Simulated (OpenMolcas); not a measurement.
Tb IV: from RASSCF to RASPT2

* Program: OpenMolcas
* Basis: ANO-RCC-VTZP [8s7p5d3f2g1h]
* Scalar Hamiltonian: DKH2, point nucleus
* Active space: 8 electrons in 12 orbitals (RAS2 4f; RAS3 5d, at most 1 electron)
* State averaging: 2S+1 = 7 even, 7 roots; 2S+1 = 5 even, 140 roots (105 in the spin-orbit step); 2S+1 = 3 even, 127 roots kept (CI in the orbitals of an earlier block); 2S+1 = 1 even, 121 roots kept (CI in the orbitals of an earlier block, 47 in the spin-orbit step); 2S+1 = 9 odd, 5 roots; 2S+1 = 7 odd, 121 roots kept (CI in the orbitals of an earlier block, 5 in the spin-orbit step); 2S+1 = 5 odd, 112 roots kept (CI in the orbitals of an earlier block, 0 in the spin-orbit step); 2S+1 = 3 odd, 37 roots kept (CI in the orbitals of an earlier block, 0 in the spin-orbit step); 2S+1 = 1 odd, 29 roots kept (CI in the orbitals of an earlier block, 0 in the spin-orbit step)
* Spin-orbit coupling: state interaction with AMFI integrals over the reference wave functions, term energies averaged over their components

Methods on the same reference wave functions:
A. RASSCF
B. SS-RASPT2, IPEA 0.25 Eh, imaginary shift 0.1 Eh (closed shells correlated: 5s 5p)

Energies in cm⁻¹ above 4f⁸ ⁷F₆, the measured ground level; measured values from Martin, Zalubas and Hagan, Atomic Energy Levels: The Rare-Earth Elements, NSRDS-NBS 60 (1978).

```csv
Level,A,B,Measured
4f⁸ ⁷F₆,0.0,0.0,0.0
4f⁸ ⁷F₅,2094,2120,2052
4f⁸ ⁷F₄,3450,3430,3314
4f⁸ ⁷F₃,4486,4460,4292
4f⁸ ⁷F₂,5226,5190,4978
4f⁸ ⁷F₁,5707,5660,5432
4f⁸ ⁷F₀,5941,5890,5654
4f⁸ ⁵D₄(1),23572,20750,
4f⁸ ⁵D₃(1),29582,26790,
4f⁸ ⁵L₁₀,30349,29350,
4f⁸ ⁵G₆(1) [72 %],31395,28540,
4f⁸ ⁵L₉,31812,30770,
4f⁸ ⁵D₂(1),32305,29380,
4f⁸ ⁵G₅(1),32524,29640,
4f⁸ ⁵L₈,32625,31530,
4f⁸ ⁵L₇,32944,31750,
4f⁸ ⁵L₆,33114,31930,
4f⁸ ⁵G₄(1),33327,30420,
4f⁸ ⁵G₃(1),33828,30880,
4f⁸ ⁵G₂(1),34113,31120,
4f⁸ ⁵D₁(1),34570,31680,
4f⁸ ⁵D₀(1),35296,32350,
4f⁸ ⁵H₇(1),36678,33960,
4f⁸ ⁵H₆(1) [70 %],38704,35910,
```

Deviations, from unrounded energies. A percentage is the sum of absolute deviations over the sum of measured energies, with the sign that they share, or ± where signs differ.

| Against measurement | Levels | A | B |
| --- | --- | --- | --- |
| mean absolute deviation (cm-1) | 6 | 200 | 170 |
| fine structure of the ground term (%) | 6 | +4.6 | +4.0 |

B lies closest to measurement on these levels. The largest miss of B in the table is 4f⁸ ⁷F₀, by +240 cm-1. The ranking rests on the paired levels alone, and a cruder setting can come out closer through cancelling errors.

From A to B the spin-free energies of the other terms of 4f⁸ shown, above ⁷F, scale by factors of 0.88 to 0.96, as is usual when dynamic correlation screens the repulsion within a d or f shell.

The lowest spin-free term lies below A's lowest term by 0.627 hartree in B.

CASPT2 breaks the degeneracy within a term, and the mean is taken; among the terms shown or strongly mixed into the levels shown the widest spread is 65 cm-1 (4f⁸ ⁵I, B). High states are left out of the spin-orbit mixing, which shifts the levels that they would mix with. Without dynamic correlation excited terms often stand tens of per cent too high (terms of higher spin than the ground term too low), and those without a measured partner can miss by more than the paired ones (holds for A). Each CASPT2 term energy is a mean over a sample of three components (holds for B). Measured partners are found by configuration, term and J. A level has none where our copy of the source lacks it or the pairing is in doubt (some pairs that miss far off the trend of their configuration count as doubtful), and it then counts in no deviation. Levels of configurations outside the active space are missing. The table leaves out levels that lie high or whose names do not pair safely across all columns.

A share in square brackets marks a mixed level and gives the weight of the term that names it, the lowest over the columns. A number in round brackets counts repeated terms of one configuration in the order of the reference energies.
